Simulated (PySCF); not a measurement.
TlC: energy against distance

Set-up: basis Tl def2-SVPD with ECP60, C def2-SVPD; scalar-relativistic core potentials; PySCF 2.14. Energies in eV from Tl + C in their ground configurations at the same level. State: ⁴Σ⁻ (quartet), unpaired electrons σ ↑, π ↑↑.

| R (Å) | PBE |
| --- | --- |
| 1.983 | -2.455 |
| 2.075 | -2.773 |
| 2.168 | -2.951 |
| 2.237 | -3.017 |
| 2.306 | -3.040 |
| 2.375 | -3.029 |
| 2.467 | -2.975 |
| 2.583 | -2.864 |
| 2.721 | -2.693 |
| 2.906 | -2.436 |

Task: Put a parabola through the three lowest points of the PBE curve and estimate Re, k and ωe (reduced mass 11.34 u; 1 eV/Å² = 0.16022 mdyn/Å; ωe = 1302.8·√(k/μ) cm⁻¹).

Result: Through R = 2.237, 2.306, 2.375 Å the second-order coefficient is 3.57 eV/Å², so Re ≈ 2.318 Å, k ≈ 1.14 mdyn/Å and ωe ≈ 414 cm⁻¹. A polynomial fit of higher order to the unrounded PBE energies gives Re = 2.315 Å, k = 1.09 mdyn/Å, ωe = 403 cm⁻¹; anharmonicity and rounding make the difference.

The higher-order fit for each curve: PBE: Re = 2.315 Å, ωe = 403 cm⁻¹, De = 3.04 eV.

These are scalar-relativistic numbers at best; spin–orbit coupling would shift them, the dissociation energy most. The state is the lowest determinant that a PBE0 search found; another state may lie lower at other levels.
